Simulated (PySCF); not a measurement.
Two-component Hartree-Fock for Ta⁴⁶⁺ (tantalum, charge +46)

Start: [Ar] 3d9; 3d3/2 filled at m_j = -3/2, -1/2, +1/2, +3/2; 3d5/2 filled at m_j = -3/2, -1/2, +1/2, +3/2, +5/2. Calculated with PySCF 2.14 in an uncontracted even-tempered set (16 s from 11 bohr⁻², ratio 2.8; 13 p from 15 bohr⁻², ratio 2.8; 8 d from 15 bohr⁻², ratio 2.8; 3 f from 54 bohr⁻², ratio 3): generalised Hartree-Fock with the X2C-1e Hamiltonian and a Gaussian nucleus; one run each with spin-orbit coupling (SO) switched off, then screened by Boettger's factors.

```csv
spinor shell,electrons,"ε, spin-free (eV)","ε, screened SO (eV)",weight of nominal j (screened SO),"rms radius, screened SO (bohr)"
1s1/2,2,-70216.2,-70196.7,1.000,0.0211
2s1/2,2,-14164.1,-14157.8,1.000,0.0852
2p1/2,2,-12717.6,-13631.1,1.000,0.0724
2p3/2,4,-12717.6,-12344.6,1.000,0.0796
3s1/2,2,-4980.9,-4979.1,1.000,0.213
3p1/2,2,-4538.1,-4752.5,1.000,0.205
3d3/2,4,-4052.4,-4091.4,0.997,0.190
3d5/2,5,-4052.4,-4024.9,0.997,0.194
```

(1) Where does 3p3/2 lie, and what is the 3p spin-orbit splitting (screened SO)?

```
   quantity     spin-free   screened SO
E (hartree)  -14051.41275  -14069.11034
        M_J           5/2           5/2
       ⟨J²⟩         8.750         8.750
       ⟨L²⟩         6.000         6.057
       ⟨S²⟩         0.750         0.807
```

Each row is a mean over spinors that exchange with the open shell spreads, by up to 26.592 eV (3p3/2).

Breit and QED terms are absent; they matter most for the inner s and p1/2 levels.

Densities and radii are taken from the X2C orbitals without a picture-change correction, which distorts them close to the nucleus.

Without spin-orbit coupling the j labels of p, d and f shells carry no meaning; the spin-free column gives the mean over the occupied spinors of each nl shell.

Answers

(1) At -4449.1 eV, 303.48 eV above 3p1/2.
